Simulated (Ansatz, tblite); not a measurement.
Removing and adding an electron: `C[Si](C)(C)C#Cc1ccc(-c2ccc(-c3ccc(-c4ccc(C#C[Si](C)(C)C)s4)s3)s2)s1`. The state is a singlet with charge 0. Geometry: PBE-D4/def2-SVP. Ansatz, gas phase; energy differences of separate SCF runs; the oxidised species was run as a doublet alone; the reduced species was run as a doublet alone.

The xTB rows come from tblite. Single mean-field runs in def2-SVP are fitted with def2-universal-jkfit.

```tsv
level	−HOMO (eV)	vertical IE (eV)	−LUMO (eV)	vertical EA (eV)	HOMO–LUMO gap (eV)	IE − EA (eV)
GFN1-xTB	10.33	11.77	8.76	7.30	1.56	4.47
PBE0-D4/def2-SVP	5.37	6.38	2.46	1.53	2.91	4.85
```

(1) Estimate the rows for GFN2-xTB, PBE-D4/def2-SVP.

Answers

(1) 
| level | −HOMO (eV) | vertical IE (eV) | −LUMO (eV) | vertical EA (eV) | HOMO–LUMO gap (eV) | IE − EA (eV) |
| --- | --- | --- | --- | --- | --- | --- |
| GFN2-xTB | 9.60 | 11.03 | 8.07 | 6.61 | 1.53 | 4.42 |
| PBE-D4/def2-SVP | 4.59 | 6.07 | 2.94 | 1.56 | 1.65 | 4.52 |

 Raw xTB energy differences between charge states are shifted by several eV; the methods need an empirical correction for them. Sets without diffuse functions give affinities that are too small.
